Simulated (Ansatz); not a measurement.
# Molecular dynamics of C$_{2}$H$_{5}$ClO$_{2}$Si

Input:

```yaml
crystal:
  periodic: [false, false, false]
  atoms:
    - { symbol: O, position_ang: [0.195253, -2.200507, -0.687985] }
    - { symbol: Si, position_ang: [0.012706, -0.87666, 0.359842] }
    - { symbol: C, position_ang: [1.154019, 0.62705, 0.123299] }
    - { symbol: O, position_ang: [0.038745, 1.427994, -0.519175] }
    - { symbol: C, position_ang: [-1.093086, 0.589159, -0.17305] }
    - { symbol: Cl, position_ang: [-2.05845, 1.27125, 1.348269] }
    - { symbol: H, position_ang: [0.353001, -1.78083, -1.604811] }
    - { symbol: H, position_ang: [-0.180755, -1.429003, 1.684559] }
    - { symbol: H, position_ang: [2.00248, 0.571547, -0.58465] }
    - { symbol: H, position_ang: [1.504134, 1.126239, 1.0485] }
    - { symbol: H, position_ang: [-1.862548, 0.616661, -0.974197] }
basis:
  gaussian: { orbitals: STO-3G }
hamiltonian:
  xc: r2scan
  dispersion: d4
md:
  timestep: 0.5
  n_steps: 40
  ensemble: nvt_nose_hoover
  temperature: 700.0
  initial_velocities: maxwell_boltzmann
  seed: 28639
  nose_hoover: { tau: 100.0, chain_length: 3 }
```

Command:

```bash
$ ansatz run input.yaml --threads 1 --pin off --max-ram 2048MiB --backend cpu --events-out ev --progress --plain --runs-dir out
```

It starts from a relaxed structure.

Output, in part (step lines, the closing report, with atoms numbered from 0):

```
md step     0: t =     0.00 fs  T =   700.0 K  F+E_penalty+E_count = -26336.69729290 eV  E_kin = 0.814338 eV  conserved = -26335.88295491 eV  (24 SCF iters)
[... lines left out ...]
Total energy: -26336.23186890 eV, -967.8386698431 hartree
Atom 0 at     0.136985    -2.208094    -0.717962 Å, force     0.101532     0.069999     1.153665 eV/Å
Atom 1 at     0.062044    -0.871376     0.378726 Å, force     0.190417    -0.627727    -0.466951 eV/Å
Atom 2 at     1.216166     0.686211     0.111983 Å, force    -0.046580    -2.973514    -0.847326 eV/Å
Atom 3 at     0.102725     1.407154    -0.560003 Å, force    -1.252999     0.494254     0.578813 eV/Å
Atom 4 at    -1.066852     0.571370    -0.183619 Å, force     1.293993     0.737949     0.665484 eV/Å
Atom 5 at    -2.127132     1.275001     1.374594 Å, force     0.762806    -0.424328    -1.418669 eV/Å
Atom 6 at    -0.153394    -1.891934    -1.633649 Å, force     0.010954     0.578178    -0.243000 eV/Å
Atom 7 at    -0.086639    -1.488916     1.729120 Å, force     0.167954     0.501747    -0.813909 eV/Å
Atom 8 at     2.086497     0.599055    -0.587450 Å, force    -0.490231     0.158411     0.289100 eV/Å
Atom 9 at     1.577576     1.011623     1.076096 Å, force     0.101483     1.344663     0.849803 eV/Å
Atom 10 at    -1.710732     0.553883    -1.082098 Å, force    -0.839331     0.140367     0.252991 eV/Å
Dipole moment:     0.465692    -0.453546    -0.414706 e Å
```

The steps, from the saved trajectory:

```json
{"time (fs)": "0", "T (K)": "700", "potential energy less start (eV)": "0.000", "conserved less start (meV/atom)": "0.00"}
{"time (fs)": "0.5", "T (K)": "683", "potential energy less start (eV)": "0.021", "conserved less start (meV/atom)": "0.05"}
{"time (fs)": "1", "T (K)": "636", "potential energy less start (eV)": "0.076", "conserved less start (meV/atom)": "0.15"}
{"time (fs)": "1.5", "T (K)": "575", "potential energy less start (eV)": "0.149", "conserved less start (meV/atom)": "0.26"}
{"time (fs)": "2", "T (K)": "514", "potential energy less start (eV)": "0.220", "conserved less start (meV/atom)": "0.34"}
{"time (fs)": "2.5", "T (K)": "466", "potential energy less start (eV)": "0.276", "conserved less start (meV/atom)": "0.36"}
{"time (fs)": "3", "T (K)": "434", "potential energy less start (eV)": "0.313", "conserved less start (meV/atom)": "0.33"}
{"time (fs)": "3.5", "T (K)": "414", "potential energy less start (eV)": "0.336", "conserved less start (meV/atom)": "0.27"}
{"time (fs)": "4", "T (K)": "396", "potential energy less start (eV)": "0.356", "conserved less start (meV/atom)": "0.21"}
{"time (fs)": "4.5", "T (K)": "374", "potential energy less start (eV)": "0.382", "conserved less start (meV/atom)": "0.18"}
{"time (fs)": "5", "T (K)": "342", "potential energy less start (eV)": "0.419", "conserved less start (meV/atom)": "0.19"}
{"time (fs)": "5.5", "T (K)": "302", "potential energy less start (eV)": "0.466", "conserved less start (meV/atom)": "0.22"}
{"time (fs)": "6", "T (K)": "257", "potential energy less start (eV)": "0.519", "conserved less start (meV/atom)": "0.28"}
{"time (fs)": "6.5", "T (K)": "216", "potential energy less start (eV)": "0.568", "conserved less start (meV/atom)": "0.34"}
{"time (fs)": "7", "T (K)": "189", "potential energy less start (eV)": "0.599", "conserved less start (meV/atom)": "0.40"}
{"time (fs)": "7.5", "T (K)": "185", "potential energy less start (eV)": "0.604", "conserved less start (meV/atom)": "0.41"}
{"time (fs)": "8", "T (K)": "205", "potential energy less start (eV)": "0.581", "conserved less start (meV/atom)": "0.37"}
{"time (fs)": "8.5", "T (K)": "243", "potential energy less start (eV)": "0.535", "conserved less start (meV/atom)": "0.29"}
{"time (fs)": "9", "T (K)": "288", "potential energy less start (eV)": "0.483", "conserved less start (meV/atom)": "0.20"}
{"time (fs)": "9.5", "T (K)": "326", "potential energy less start (eV)": "0.437", "conserved less start (meV/atom)": "0.15"}
{"time (fs)": "10", "T (K)": "351", "potential energy less start (eV)": "0.409", "conserved less start (meV/atom)": "0.15"}
{"time (fs)": "10.5", "T (K)": "361", "potential energy less start (eV)": "0.398", "conserved less start (meV/atom)": "0.20"}
{"time (fs)": "11", "T (K)": "363", "potential energy less start (eV)": "0.396", "conserved less start (meV/atom)": "0.27"}
{"time (fs)": "11.5", "T (K)": "368", "potential energy less start (eV)": "0.391", "conserved less start (meV/atom)": "0.32"}
{"time (fs)": "12", "T (K)": "383", "potential energy less start (eV)": "0.374", "conserved less start (meV/atom)": "0.32"}
{"time (fs)": "12.5", "T (K)": "407", "potential energy less start (eV)": "0.346", "conserved less start (meV/atom)": "0.27"}
{"time (fs)": "13", "T (K)": "434", "potential energy less start (eV)": "0.314", "conserved less start (meV/atom)": "0.20"}
{"time (fs)": "13.5", "T (K)": "454", "potential energy less start (eV)": "0.291", "conserved less start (meV/atom)": "0.14"}
{"time (fs)": "14", "T (K)": "458", "potential energy less start (eV)": "0.286", "conserved less start (meV/atom)": "0.13"}
{"time (fs)": "14.5", "T (K)": "446", "potential energy less start (eV)": "0.301", "conserved less start (meV/atom)": "0.14"}
{"time (fs)": "15", "T (K)": "417", "potential energy less start (eV)": "0.335", "conserved less start (meV/atom)": "0.18"}
{"time (fs)": "15.5", "T (K)": "380", "potential energy less start (eV)": "0.379", "conserved less start (meV/atom)": "0.24"}
{"time (fs)": "16", "T (K)": "342", "potential energy less start (eV)": "0.424", "conserved less start (meV/atom)": "0.30"}
{"time (fs)": "16.5", "T (K)": "313", "potential energy less start (eV)": "0.458", "conserved less start (meV/atom)": "0.35"}
{"time (fs)": "17", "T (K)": "301", "potential energy less start (eV)": "0.474", "conserved less start (meV/atom)": "0.37"}
{"time (fs)": "17.5", "T (K)": "306", "potential energy less start (eV)": "0.467", "conserved less start (meV/atom)": "0.33"}
{"time (fs)": "18", "T (K)": "324", "potential energy less start (eV)": "0.445", "conserved less start (meV/atom)": "0.26"}
{"time (fs)": "18.5", "T (K)": "345", "potential energy less start (eV)": "0.421", "conserved less start (meV/atom)": "0.16"}
{"time (fs)": "19", "T (K)": "353", "potential energy less start (eV)": "0.411", "conserved less start (meV/atom)": "0.10"}
{"time (fs)": "19.5", "T (K)": "341", "potential energy less start (eV)": "0.425", "conserved less start (meV/atom)": "0.09"}
{"time (fs)": "20", "T (K)": "307", "potential energy less start (eV)": "0.465", "conserved less start (meV/atom)": "0.15"}
```

The run went to its last step. The conserved energy stayed within 0.42 meV per atom of its start (net change 0.15 meV per atom), so the integration is sound. The mean temperature of the second half is 47 % below the set value. A run of 0.02 ps of so small a system gives no equilibrium averages. Limits of this set-up: minimal basis.

The same pairs are bonded in the first frame and the last. Pairs count as bonded within 1.25 times the sum of covalent radii (0.12 Å more for H–H).

Last frame:

```xyz
11
Properties=species:S:1:pos:R:3
O 0.137 -2.208 -0.718
Si 0.062 -0.871 0.379
C 1.216 0.686 0.112
O 0.103 1.407 -0.560
C -1.067 0.571 -0.184
Cl -2.127 1.275 1.375
H -0.153 -1.892 -1.634
H -0.087 -1.489 1.729
H 2.087 0.599 -0.587
H 1.578 1.012 1.076
H -1.711 0.554 -1.082
```

The run took 100 s on 1 thread of Intel(R) Xeon(R) 6975P-C (Granite Rapids) (shared host), peak memory 0.14 GiB.
